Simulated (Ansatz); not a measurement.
Molecular dynamics of H₁₀OSi₄

Input:

```yaml
crystal:
  periodic: [false, false, false]
  atoms:
    - { symbol: Si, position_ang: [-0.01563, -0.07048, 0.002932] }
    - { symbol: O, position_ang: [0.144844, -0.278822, 1.763513] }
    - { symbol: H, position_ang: [-0.68418, -0.360045, 2.291089] }
    - { symbol: Si, position_ang: [2.241158, 0.061133, -0.700665] }
    - { symbol: H, position_ang: [2.998921, -1.182481, -0.291871] }
    - { symbol: H, position_ang: [2.268632, 0.172593, -2.212556] }
    - { symbol: H, position_ang: [2.917522, 1.280495, -0.113724] }
    - { symbol: Si, position_ang: [-1.194721, 1.927226, -0.551845] }
    - { symbol: H, position_ang: [-2.62274, 1.878326, -0.041715] }
    - { symbol: H, position_ang: [-0.517508, 3.147444, 0.036242] }
    - { symbol: H, position_ang: [-1.237843, 2.075027, -2.060383] }
    - { symbol: Si, position_ang: [-1.112134, -1.929068, -1.012582] }
    - { symbol: H, position_ang: [-2.487738, -2.13875, -0.407051] }
    - { symbol: H, position_ang: [-1.284925, -1.65907, -2.494956] }
    - { symbol: H, position_ang: [-0.313759, -3.204827, -0.84183] }
basis:
  gaussian: { orbitals: "6-31G" }
hamiltonian:
  xc: pbe
  dispersion: d4
md:
  timestep: 2.0
  n_steps: 40
  ensemble: nvt_nose_hoover
  temperature: 1000.0
  initial_velocities: maxwell_boltzmann
  seed: 89069
```

Command:

```bash
$ ansatz run input.yaml --threads 1 --pin off --max-ram 2048MiB --backend cpu --events-out ev --progress --plain --runs-dir out
```

It starts from a relaxed structure.

Output, in part (step lines, the closing report, with atoms numbered from 0):

```
md step     0: t =     0.00 fs  T =  1000.0 K  F+E_penalty+E_count = -33697.05233754 eV  E_kin = 1.680380 eV  conserved = -33695.37195755 eV  (26 SCF iters)
[... lines left out ...]
Total energy: -33695.99152426 eV, -1238.3048485531 hartree
Atom 0 at    -0.017898    -0.038985     0.155948 Å, force    -0.660711     0.691033    -2.214854 eV/Å
Atom 1 at    -0.090002    -0.024570     1.894087 Å, force     0.097119    -0.374565     0.496801 eV/Å
Atom 2 at     0.260260    -0.901914     2.168526 Å, force     0.085094    -0.186588     0.927240 eV/Å
Atom 3 at     2.287410    -0.093881    -0.854294 Å, force    -1.886953    -2.361182    -0.326359 eV/Å
Atom 4 at     3.253373    -0.908512    -0.070476 Å, force     0.411097     0.063652     0.582590 eV/Å
Atom 5 at     2.007387    -1.202464    -1.979456 Å, force     0.092055     0.845573     0.495085 eV/Å
Atom 6 at     2.874175     1.013818    -1.545782 Å, force     0.589993     1.365133    -0.505342 eV/Å
Atom 7 at    -1.270888     2.059765    -0.461114 Å, force     2.080596    -0.144116    -0.271203 eV/Å
Atom 8 at    -2.686855     2.010208    -0.808398 Å, force    -0.918970    -0.426768    -0.600563 eV/Å
Atom 9 at    -1.326262     3.036090     0.669413 Å, force     0.334560     0.169295     0.408736 eV/Å
Atom 10 at    -0.363534     2.708201    -1.596042 Å, force    -0.763273    -0.353903     0.578164 eV/Å
Atom 11 at    -1.014481    -2.036705    -1.124048 Å, force     1.025082     0.543637     0.701160 eV/Å
Atom 12 at    -2.358546    -2.692384    -0.717086 Å, force     0.558601     0.226418    -0.210155 eV/Å
Atom 13 at    -0.950613    -1.395811    -2.479218 Å, force    -0.450580     0.104994    -0.327829 eV/Å
Atom 14 at     0.230318    -2.946339    -1.255951 Å, force    -0.593711    -0.162612     0.266528 eV/Å
Dipole moment:     0.028737    -0.292525    -0.014504 e Å
```

The steps, from the saved trajectory:

| time (fs) | T (K) | potential energy less start (eV) | conserved less start (meV/atom) |
| --- | --- | --- | --- |
| 0 | 1000 | 0.000 | 0.00 |
| 2 | 810 | 0.376 | 3.77 |
| 4 | 561 | 0.827 | 5.88 |
| 6 | 525 | 0.865 | 4.39 |
| 8 | 554 | 0.789 | 2.58 |
| 10 | 423 | 1.015 | 2.88 |
| 12 | 262 | 1.353 | 7.26 |
| 14 | 444 | 0.992 | 3.49 |
| 16 | 638 | 0.627 | 0.73 |
| 18 | 530 | 0.872 | 4.75 |
| 20 | 461 | 0.997 | 5.15 |
| 22 | 537 | 0.850 | 3.71 |
| 24 | 577 | 0.770 | 2.59 |
| 26 | 442 | 1.010 | 3.15 |
| 28 | 312 | 1.297 | 7.52 |
| 30 | 504 | 0.903 | 2.53 |
| 32 | 624 | 0.701 | 2.10 |
| 34 | 551 | 0.879 | 5.44 |
| 36 | 594 | 0.806 | 4.85 |
| 38 | 731 | 0.560 | 3.29 |
| 40 | 758 | 0.506 | 2.19 |
| 42 | 567 | 0.860 | 3.70 |
| 44 | 411 | 1.182 | 7.30 |
| 46 | 537 | 0.894 | 1.76 |
| 48 | 502 | 0.976 | 2.81 |
| 50 | 346 | 1.303 | 6.68 |
| 52 | 429 | 1.142 | 4.83 |
| 54 | 626 | 0.797 | 3.25 |
| 56 | 691 | 0.686 | 2.40 |
| 58 | 566 | 0.945 | 4.88 |
| 60 | 542 | 1.015 | 6.11 |
| 62 | 689 | 0.714 | 1.74 |
| 64 | 600 | 0.895 | 2.90 |
| 66 | 370 | 1.355 | 7.12 |
| 68 | 392 | 1.295 | 5.05 |
| 70 | 542 | 1.038 | 4.05 |
| 72 | 602 | 0.929 | 2.66 |
| 74 | 493 | 1.165 | 5.38 |
| 76 | 508 | 1.163 | 6.13 |
| 78 | 671 | 0.835 | 1.59 |
| 80 | 561 | 1.061 | 3.34 |

All steps were run. The conserved energy wandered by up to 7.5 meV per atom (net 3.3 meV per atom), which is poor conservation. The mean temperature of the second half is 46 % below the set value. A step of 2 fs is long for free X–H stretches (periods near 10 fs) and can bias their spread and the temperature. A run of 0.08 ps of so small a system gives no equilibrium averages. Limits of this set-up: no polarisation functions.

The same pairs are bonded in the first frame and the last. Pairs count as bonded within 1.25 times the sum of covalent radii (0.12 Å more for H–H).

Last frame:

```xyz
15
Properties=species:S:1:pos:R:3
Si -0.018 -0.039 0.156
O -0.090 -0.025 1.894
H 0.260 -0.902 2.168
Si 2.287 -0.094 -0.854
H 3.253 -0.908 -0.070
H 2.007 -1.202 -1.980
H 2.874 1.014 -1.546
Si -1.271 2.060 -0.461
H -2.687 2.010 -0.808
H -1.326 3.036 0.669
H -0.363 2.708 -1.596
Si -1.014 -2.037 -1.124
H -2.358 -2.692 -0.717
H -0.951 -1.396 -2.479
H 0.230 -2.946 -1.256
```

The run took 4.2 min on 1 thread of AMD EPYC 7R43 64-Core Processor (Zen 3), with other jobs on the host, peak memory 0.15 GiB.
